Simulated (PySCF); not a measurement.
**A small calculation by hand: chemical shift, span and skew from a shielding tensor**

C₃H₅BFNO, SMILES N(/C)=C\B(F)C=O. Atoms are numbered in the order given.

```xyz
12

C     -0.5131     2.9409     0.0000
N      0.2733     1.7354     0.0000
C     -0.3234     0.6034     0.0000
B      0.5111    -0.7186     0.0000
F      1.8326    -0.7064     0.0000
C     -0.2233    -2.1513     0.0000
O     -1.4361    -2.2335     0.0000
H     -1.6086     2.7707     0.0000
H     -0.2376     3.5468    -0.8804
H     -0.2376     3.5468     0.8804
H     -1.4324     0.5359     0.0000
H      0.4014    -3.0885     0.0000
```

The structure is a stationary point at B3LYP-D3(BJ)/def2-SVP. The structure was generated by enumeration; whether it is a known compound was not checked. The values are those of a single conformer.

GIAO shieldings from PBE/pcSseg-1 (PySCF), non-relativistic, no solvent. The symmetric part of the tensor of C1 has the principal values 89.2, 95.9, 164.7 ppm. The same nucleus in TMS has σ = 182.0 ppm at this level (PySCF, at its B3LYP-D3(BJ)/def2-TZVP geometry).

**Question.** Work out the isotropic shielding, the ¹³C shift against TMS, the span and the skew.

**Answer.** 
σ(iso) = (σ11 + σ22 + σ33)/3 = 116.6 ppm. δ = σ(ref) − σ(iso) = 182.0 − (116.6) = 65.4 ppm.
Span Ω = σ33 − σ11 = 75.5 ppm. Skew κ = 3(σ(iso) − σ22)/Ω = 0.82. Tumbling in solution averages the tensor to δ; in a static solid the shielding alone would spread this spin-1/2 line over Ω.
